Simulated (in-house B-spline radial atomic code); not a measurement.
The numbers below are computed, except where a source is named.
Correlation energy from the adiabatic connection: ω²r²/2, ω = 2.44

Two electrons in a singlet, external potential ω²r²/2, ω = 2.44 (atomic units). Full CI in B-splines (partial waves to l = 8, correlation up to 0.6 % small) with the density held fixed gives W(λ) = <V_ee>_λ − U, and E_c is the integral of W(λ) − W(0) from 0 to 1.

| λ | W(λ) − W(0) (hartree) |
| --- | --- |
| 0 | 0.00000 |
| 0.02 | -0.00199 |
| 0.05 | -0.00495 |
| 0.12 | -0.01172 |
| 0.25 | -0.02380 |
| 0.4 | -0.03699 |
| 0.6 | -0.05345 |
| 0.8 | -0.06871 |
| 1 | -0.08288 |

(1) Integrate the table by the trapezoid rule.

(2) Now use only three numbers: W(0) = -1.1933, the initial slope W'(0) = -0.09998 (extrapolated from the first points) and the strong-coupling limit of the point-charge-plus-continuum model, W∞ = -1.6302. What do second-order theory and the interpolation W(λ) = W∞ + (W(0) − W∞)/√(1 + 2χλ) of Seidl, Perdew and Levy give?

Results:

(1) The strips give -0.00002, -0.00010, -0.00058, -0.00231, -0.00456, -0.00904, -0.01222, -0.01516, which sum to -0.04399 hartree. The direct value, W(1) − W(0) + T_c with T_c = 0.03881, is -0.04407; the curve is convex, so chords lie above it and the trapezoids fall short in size by 0.17 %.

(2) Second order keeps the slope alone: E_c = W'(0)/2 = -0.04999, +13 % in size against -0.04407. Matching the slope fixes χ = W'(0)/(W∞ − W(0)) = -0.09998/(-0.43690) = 0.22884. Integrating, with s = √(1 + 2χ) = 1.207344, E_c = −(W(0) − W∞)(s − 1)/(s + 1) = −0.43690 × 0.207344/2.207344 = -0.04104 hartree, -6.9 % in size against the full result. At λ = 1 the formula gives W − W(0) = -0.07503 against -0.08288. Part of the miss can come from the model's W∞.
